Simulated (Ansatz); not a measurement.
Process, species as SMILES: CNB(O)O [methylaminoboronic acid] -> CNB([O])O + H atom (the H-O bond breaks)

Property: bond dissociation energy (enthalpy at 298 K), in kcal/mol. Terms: 6-311+G** with 5d; spin-orbit terms left out; LANL2DZ all-electron up to Ne; open shells spin-unrestricted; 6-31G* and kin with 6d, 5d where marked; non-relativistic. Ab initio and DFT rows: single points at B3LYP-D3(BJ) geometries (Ansatz, an electronic-structure program), with unscaled harmonic terms from B3LYP/6-31G* (Ansatz) at its own minima.

```tsv
level	program	bond dissociation energy (enthalpy at 298 K) (kcal/mol)
HF/STO-3G	Ansatz	84.3
HF/3-21G	Ansatz	76.0
HF/LANL2DZ	Ansatz	79.5
HF/6-31G*	Ansatz	77.7
HF/6-311+G**	Ansatz	82.8
```

No value to compare with is used here. The 5 habitual levels span 76.0 (HF/3-21G) to 84.3 kcal/mol (HF/STO-3G).

The sets are all those run for this method; left out are runs that failed, that the program found above a lower state of the same kind, or whose <S^2> lies over 0.5 above the pure value.
